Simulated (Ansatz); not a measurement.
AgGe₅⁺, relaxed as a singlet with RKS PBE-D4/def2-SVP in Ansatz, starting from the GFN2-xTB geometry. Force threshold 0.02 eV/Å.

In the def2 sets Ag takes a core potential; there is no spin–orbit coupling. The structure comes from a short search, and lower isomers may exist.

Start:

```xyz
6

Ag   -1.0095    1.5321    1.3515
Ge    1.4781   -0.2958    0.7109
Ge   -1.1471   -0.2095   -1.1563
Ge   -0.8478   -1.1073    1.1743
Ge    0.6122    1.5456   -0.7491
Ge    0.9141   -1.4652   -1.3313
```

```csv
step,energy (eV),largest force component (eV/Å),SCF passes
1,-286509.7776,0.757,23
2,-286509.8280,0.255,23
3,-286509.8379,0.082,22
4,-286509.8390,0.008,22
```

Force components are those of the run's own axes.

End:

```xyz
6

Ag   -0.976    1.491    1.318
Ge    1.508   -0.292    0.740
Ge   -1.186   -0.208   -1.186
Ge   -0.873   -1.117    1.210
Ge    0.614    1.591   -0.752
Ge    0.913   -1.465   -1.330
```

By distances, no bond broke or formed. The bond that changes most is Ge3–Ge4, from 2.52 to 2.58 Å (atoms count from 1). The end is the same structure that another start reached, the lowest one found.

No frequencies were taken in this run, so the end may be a saddle point.

Hardware: 4 threads of Arm Neoverse V1 on a shared host. Wall time 14 s.
